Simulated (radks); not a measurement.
The neon ion Ne2+, 8 electrons, occupied as [He] 2s2 2p4 (the NIST ground configuration).

Calculated with a radial shooting solver on a logarithmic mesh with Libxc functionals: scalar-relativistic Kohn-Sham, PBE, spin-polarised, spherical densities, point nucleus; open shells are filled with parallel spins first.

Energy parts (eV):
| part | energy |
|---|---|
| total | -3447.295 |
| kinetic | 3448.452 |
| electron-nucleus | -7985.212 |
| Hartree | 1394.949 |
| exchange-correlation | -305.484 |

Orbitals (lengths in bohr, moments of r in powers of bohr; r(max) is where P^2 peaks):
| orbital | occ. | eigenvalue (eV) | r(max) | <r> |
|---|---|---|---|---|
| 1s up | 1 | -881.9742 | 0.1026 | 0.1580 |
| 1s down | 1 | -879.9588 | 0.1025 | 0.1577 |
| 2s up | 1 | -80.0377 | 0.6571 | 0.8236 |
| 2s down | 1 | -75.3816 | 0.6632 | 0.8377 |
| 2p up | 3 | -56.8232 | 0.5780 | 0.8017 |
| 2p down | 1 | -51.9914 | 0.5883 | 0.8269 |

The highest occupied level is 2p down at -51.991 eV. Summed over all electrons, <r^2> = 5.022 bohr^2, which gives a Langevin (diamagnetic) susceptibility term of -3.98 x 10^-6 cm^3/mol. Spin moment in Bohr magnetons: 2. The density falls to 0.001 e/bohr^3 at r = 2.37 bohr. For comparison, the ionisation energy in NIST's Atomic Spectra Database is 63.423 eV (measured). In exact Kohn-Sham theory the highest level is minus the ionisation energy, but local and semilocal functionals leave it too shallow, through self-interaction and a potential that decays too fast; potentials with the right tail come closer.
